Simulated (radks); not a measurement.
Values are calculated unless marked as measured or tabulated.
Coulomb parameter of the 5d shell of the mercury ion Hg2+ in the model configuration [Xe] 4f14 5d9 6s1, as a second difference U = [E(n + 0.5) + E(n - 0.5) - 2 E(n)] / (0.5)^2 with all orbitals relaxed. "Bare": the charge of the atom changes with n. "Screened": the 6s shell takes up the change at fixed total charge, which measures U(5d,5d) + U(6s,6s) - 2 U(5d,6s). Level of theory: Dirac Kohn-Sham, PBE, spin-unpolarised, spherical densities, point nucleus; open shells are shared between the two j in proportion to 2j + 1 (a radial shooting solver on a logarithmic mesh with Libxc functionals).

case                   configuration  E - E(n) (eV)
start              [Xe] 4f14 5d9 6s1          0.000
bare +0.5        [Xe] 4f14 5d9.5 6s1        -14.149
bare -0.5        [Xe] 4f14 5d8.5 6s1         17.489
screened +0.5  [Xe] 4f14 5d9.5 6s0.5         -3.242
screened -0.5  [Xe] 4f14 5d8.5 6s1.5          3.604

U(bare) = 13.359 eV, U(screened by 6s) = 1.450 eV.
